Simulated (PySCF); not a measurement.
CH4MgO. Atoms are numbered in the order given.

```xyz
7

Mg     0.0000     0.0000     1.4009
H      0.0000     0.0000     3.0858
O      0.0000     0.0000    -0.3655
C      0.0000     0.0000    -1.7512
H     -0.8846    -0.5107    -2.1548
H      0.0000     1.0215    -2.1548
H      0.8846    -0.5107    -2.1548
```

Coordinates come from a B3LYP-D3(BJ)/def2-TZVP optimisation.

Method: B3LYP-D3(BJ)/def2-TZVP run with PySCF.

Frequencies are harmonic and unscaled.

Modes within 1.5 cm⁻¹ of each other (mostly degenerate sets) share a row, with their intensities summed.

**Question.** Estimate the vibrational spectrum. (Estimate from the structure and the level; the computed values follow.)

**Answer.** 
```
mode   ν (cm⁻¹)  IR (km/mol)  Raman (Å⁴/amu)  depolarisation  moving atoms (share of kinetic energy)
-----  --------  -----------  --------------  --------------  --------------------------------------
1–2         101         16.0             0.2            0.75                  O 62 %, H 21 %, C 11 %
3–4         323        573.9             2.3            0.75                         H 85 %, Mg 12 %
5           603         18.8            15.6            0.16          Mg 50 %, C 31 %, H 10 %, O 9 %
6–7        1189          0.1             1.1            0.75                          H 77 %, C 18 %
8          1238        340.9             4.0            0.10                          O 60 %, C 36 %
9          1491         22.6             5.4            0.74                          H 88 %, C 10 %
10–11      1500          1.6            31.6            0.75                                  H 96 %
12         1666        167.4           183.5            0.06                                  H 95 %
13         2954        150.1           174.7            0.00                                  H 98 %
14–15      2992        150.0           253.4            0.75                           H 91 %, C 9 %
```
